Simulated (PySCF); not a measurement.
4,4-difluorobut-1-yne (C₄H₄F₂), SMILES C#CCC(F)F.

The structure is a stationary point at B3LYP-D3(BJ)/def2-SVP. The values are those of a single conformer.

Computed with B3LYP-D3(BJ)/def2-SVP (PySCF).

No scaling factor is applied to the harmonic values.

```
mode  ν (cm⁻¹)  IR (km/mol)  Raman (Å⁴/amu)  depolarisation  moving atoms (share of kinetic energy)
----  --------  -----------  --------------  --------------  --------------------------------------
1           89          1.3             3.4            0.75                  F 43 %, C 41 %, H 16 %
2          145          0.2             5.9            0.74                  C 58 %, F 27 %, H 15 %
3          348          4.1             6.1            0.75                  C 55 %, F 36 %, H 10 %
4          355          8.6             7.4            0.75                   C 58 %, H 34 %, F 9 %
5          428          5.8             1.0            0.19                  F 51 %, C 39 %, H 10 %
6          529         24.8             1.9            0.59                  C 62 %, H 26 %, F 11 %
7          581          3.3             2.4            0.48                          F 72 %, C 23 %
8          699         36.8             1.9            0.75                          H 78 %, C 22 %
9          717         33.4             1.9            0.75                          H 77 %, C 23 %
10         882         14.8             4.5            0.33                  C 46 %, H 38 %, F 16 %
11         990          3.5             1.6            0.22                          C 72 %, H 26 %
12        1064         19.5             2.9            0.24                          C 58 %, H 39 %
13        1125        179.5             4.4            0.51                  C 58 %, F 31 %, H 10 %
14        1150        117.6             4.9            0.72                  C 48 %, H 30 %, F 22 %
15        1235         22.2             4.2            0.63                          H 72 %, C 23 %
16        1306          1.6             8.1            0.51                          H 71 %, C 28 %
17        1408         26.4             7.4            0.73                          H 78 %, C 21 %
18        1419         66.2            10.1            0.44                          H 62 %, C 37 %
19        1431          1.8            11.9            0.56                          H 89 %, C 11 %
20        2240          1.0           122.9            0.25                           C 91 %, H 9 %
21        3043          6.3           162.4            0.06                                  H 95 %
22        3071         34.4            94.6            0.41                           H 92 %, C 8 %
23        3096          7.8            60.3            0.67                          H 90 %, C 10 %
24        3471         69.8            33.6            0.23                          H 85 %, C 15 %
```
